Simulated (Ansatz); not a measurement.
Born–Oppenheimer molecular dynamics of C3H10OSi (15 atoms, charge 0, multiplicity 1). It goes on from the last frame of an earlier run, with new velocities.

Level of theory: Ansatz 0.2.0, RKS r2SCAN-D4/6-31G.

```json
{
  "ensemble": "NVT, Langevin thermostat",
  "time step": "0.5 fs",
  "steps asked": "100",
  "set temperature": "300 K",
  "friction": "0.001 /fs",
  "seed": "827413"
}
```

First frame:

```xyz
15
Properties=species:S:1:pos:R:3
Si -0.155 0.144 -0.008
O -0.253 0.255 1.742
C -0.952 -0.652 2.577
H -1.810 -1.073 2.113
H -0.323 -1.521 2.853
H -1.293 -0.183 3.540
C 1.775 -0.057 -0.582
H 2.095 -0.997 -0.149
H 1.830 -0.130 -1.673
H 2.373 0.753 -0.185
C -0.920 1.728 -0.819
H -1.848 1.936 -0.271
H -0.263 2.619 -0.768
H -1.238 1.488 -1.840
H -0.908 -1.094 -0.553
```

Question: What does the run give?

Answer: The run went to its last step.

```json
{
  "steps done": "100",
  "time covered": "50 fs",
  "mean temperature over the second half": "233 K",
  "spread of the potential energy over the second half": "4.3 meV per atom",
  "mean potential energy of the second half above the start": "6.9 meV per atom"
}
```

The mean temperature of the second half is 22 % below the set value. A run of 0.05 ps of so small a system gives no equilibrium averages. Limits of this set-up: no polarisation functions.

Question: What happens to the structure?

Answer: The same pairs are bonded in the first frame and the last. Pairs count as bonded within 1.25 times the sum of covalent radii (0.12 Å more for H–H). The details hang on the random start.

Question: How do temperature and energy run in time?

Answer: 
```
time (fs)  T (K)  potential energy less start (eV)
        0    280                             0.000
        4    227                             0.102
        8    252                             0.055
       12    262                             0.036
       16    220                             0.114
       20    210                             0.136
       24    240                             0.090
       28    227                             0.107
       32    288                            -0.003
       36    217                             0.143
       40    181                             0.210
       44    240                             0.082
       48    245                             0.077
```

Time of the run: 12 min on 1 thread of Arm Neoverse V2, with other jobs on the host, peak memory 0.15 GiB.
